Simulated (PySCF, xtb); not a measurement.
Ga(F)(OH)2 (FGaH₂O₂), SMILES [OH][Ga]([OH])[F].

GFN2-xTB (xtb) at its own geometry gives an orbital gap of 4.58 eV and a dipole moment of 2.71 D.

Coordinates come from a B3LYP-D3(BJ)/def2-SVP optimisation. The values are those of a single conformer.

Q: What does B3LYP/def2-TZVPD (PySCF) give? (The exact figures need the calculation; the answer reports its results.)

A: gap 7.12 eV (levels -9.16 and -2.04 eV), dipole 1.92 D.
